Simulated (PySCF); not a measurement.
Bonds (- single, = double, # triple, : aromatic): C1=C2 1.306 Å, C2=C3 1.311 Å, C3-Si4 1.852 Å, Si4-Cl5 2.063 Å, Si4-Cl6 2.055 Å. C1 carries H7, H8; C3 carries H9; Si4 carries H10.

Geometry: PBE0-D3(BJ)/def2-SVP; GIAO absolute shieldings from PySCF 2.14.0 with density-fitted response routines, gas phase, non-relativistic, averaged over equivalent atoms.

At PBE0/aug-cc-pVDZ (186 basis functions, 30 s wall time on 1 thread of an Arm Neoverse V1, shared host):
```
  atoms  σ (ppm)
     C2    -17.4
     C3    117.0
     C1    123.9
    Si4    412.6
Cl5/Cl6    905.8
    H10    25.12
     H9    26.09
  H7/H8    26.37
```

Task: What do these become at LDA/pcSseg-2?

Result: 
| atoms | σ at LDA/pcSseg-2 | change |
| --- | --- | --- |
| C2 | -54.3 | -36.9 |
| C3 | 91.8 | -25.2 |
| C1 | 103.0 | -20.9 |
| Si4 | 293.3 | -119.3 |
| Cl5/Cl6 | 825.1 | -80.7 |
| H10 | 24.26 | -0.86 |
| H9 | 25.46 | -0.63 |
| H7/H8 | 25.84 | -0.53 |

The largest change is at Si4 (silicon bonded to C, 2 Cl, H). Cost: 293 basis functions, 39 s wall time on 1 thread of an Arm Neoverse V1, shared host. The order of the carbon signals is the same at both levels.
